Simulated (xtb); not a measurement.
Harmonic IR lines of one isomer of C$_{5}$H$_{8}$Si, unscaled. Method: xtb with GFN2-xTB.

| wavenumber (cm⁻¹) | relative intensity |
|---|---|
| 326 | 5.2 |
| 456 | 5.4 |
| 570 | 14 |
| 609 | 21 |
| 729 | 34 |
| 803 | 17 |
| 845 | 69 |
| 1550 | 3.5 |
| 2203 | 100 |
| 3043 | 12 |
| 3048 | 10 |
| 3056 | 28 |
| 3096 | 29 |

Question: Identify which structure gives these lines.
A) `C[SiH]1C=CC=C1`
B) `CC1=C[SiH2]C=C1`
C) `CC1=CC=C[SiH2]1`

Answer: A, `C[SiH]1C=CC=C1`
